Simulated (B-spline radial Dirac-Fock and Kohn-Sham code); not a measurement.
## Dipole and non-dipole photoemission parameters of Er 4d3/2

System: neutral erbium, [Xe] 4f12 6s2; threshold 167.6 eV (tabulated edge). Level of theory: Dirac-Hartree-Slater photoionisation with a Latter tail; cross sections with all multipoles, angular parameters from the dipole term and its interference with E2; a radial atomic solver.

```
hν (eV)  σ (kb)       β       γ      δ
    285     143  -0.979  -0.356  0.161
    423       ?       ?       ?      ?
    499     269   0.369   0.155  0.048
    600     250   0.659   0.134  0.021
    606     248   0.672   0.132  0.020
    844     178   1.013   0.021  0.003
   1010     138   1.137  -0.025  0.003
   1250    96.7   1.243  -0.042  0.009
   1540    64.7   1.313  -0.014  0.017
   2000    36.7   1.361   0.083  0.029
   2030    35.5   1.363   0.091  0.030
   4660    4.01   1.294   0.767  0.085
 5414.7    2.58   1.255   0.924  0.101
 8047.8   0.749   1.130   1.356  0.156
   8540   0.618   1.108   1.420  0.167
   8690   0.584   1.102   1.439  0.170
  10400   0.322   1.034   1.632  0.207
  11600   0.222   0.991   1.747  0.232
  12000   0.198   0.978   1.782  0.241
  12700   0.163   0.955   1.841  0.256
```

**Question.** Give the values at 423 eV.

**Answer.** σ = 262 kb, β = 0.018, γ = 0.103, δ = 0.084.

Values without a named source are computed, but for edge energies of neutral atoms, which are taken from tables.
